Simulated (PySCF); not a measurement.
`O=C([O-])[C@H]1CCS1(=O)=O` (charge -1). The geometry is computed with GFN2-xTB (gas phase).

```
atom  x, y, z in Å
O1     2.8863    0.0023    0.5609
C2     1.7659   -0.4921    0.6030
O3     1.2755   -1.3576    1.3245
C4     0.7517    0.0827   -0.5231
C5    -0.4784   -0.7979   -0.7401
C6    -1.3979   -0.1630    0.3019
S7    -0.3445    1.3311    0.1857
O8    -0.8795    2.2296   -0.8254
O9    -0.0335    1.9601    1.4445
H10    1.2958    0.4121   -1.4042
H11   -0.2601   -1.8464   -0.5303
H12   -0.8850   -0.6898   -1.7473
H13   -1.2486   -0.6013    1.2822
H14   -2.4484   -0.0703    0.0456
```

Task: Work out the bond lengths C2–O3, C4–C5, C5–H11, C6–S7, C6–H13, C6–H14, S7=O8, S7=O9 in Å.

Result: For C2–O3 the difference vector is (-0.4904, -0.8655, 0.7215) Å, of length 1.2289 Å. C2–O3 1.229; C4–C5 1.528; C5–H11 1.091; C6–S7 1.832; C6–H13 1.084; C6–H14 1.085; S7=O8 1.455; S7=O9 1.441 Å.

Task: Where is the centre of mass (commonest isotopes), and what is the radius of gyration?

Result: Mass 148.991 u; centre at (0.303, 0.461, 0.264) Å; Rg = √(Σ m r²/M) = 1.910 Å. As Ia + Ib + Ic = 2 Σ m r², the three principal moments sum to 1087.3 u·Å².

Task: How far are the heavy atoms from their best plane (unweighted least squares)?

Result: 0.689 Å rms; O1 0.59, C2 0.08, O3 0.87, C4 0.82, C5 0.47, C6 0.75, S7 0.08, O8 0.77, O9 1.05 Å (magnitudes).

Task: What is the repulsion energy of the bare nuclei, Σ ZA·ZB/RAB?

Result: 584.50 Eh over 91 pairs, with full nuclear charges and distances in bohr; the largest single term is 47.00 Eh (S7 with O9).

Task: How far apart are these pairs, which share no bond: C2···H11, O3···S7, O3···H10, O3···H11, C4···O9, C4···H14, O8···H10?

Result: C2···H11 2.688 Å (3 bonds apart); O3···S7 3.339 Å (3 bonds apart); O3···H10 3.252 Å (3 bonds apart); O3···H11 2.457 Å (4 bonds apart); C4···O9 2.831 Å (2 bonds apart); C4···H14 3.254 Å (3 bonds apart); O8···H10 2.893 Å (3 bonds apart).

Task: Give the dihedral angles C5–C6–S7–O8, O3–C2–C4–C5, C4–C5–C6–H13, H10–C4–S7–O8, C2–C4–C5–H11.

Result: C5–C6–S7–O8 91° (anticlinal); O3–C2–C4–C5 -16° (synperiplanar); C4–C5–C6–H13 -86° (synclinal); H10–C4–S7–O8 31° (synclinal); C2–C4–C5–H11 -29° (synperiplanar). Dihedral signs follow IUPAC: positive where, seen along the central bond, the front bond turns clockwise onto the rear one.

Task: Write the matrix of distances between heavy atoms (Å, lower triangle).

Result: 
```
O1    0.000
C2    1.225  0.000
O3    2.242  1.229  0.000
C4    2.395  1.621  2.401  0.000
C5    3.695  2.633  2.766  1.528  0.000
C6    4.295  3.195  3.102  2.316  1.528  0.000
S7    3.513  2.820  3.339  1.806  2.325  1.832  0.000
O8    4.590  4.055  4.705  2.713  3.055  2.695  1.455  0.000
O9    3.625  3.156  3.569  2.831  3.546  2.770  1.441  2.437  0.000
```

No frequency check.

One conformer stands for the species.
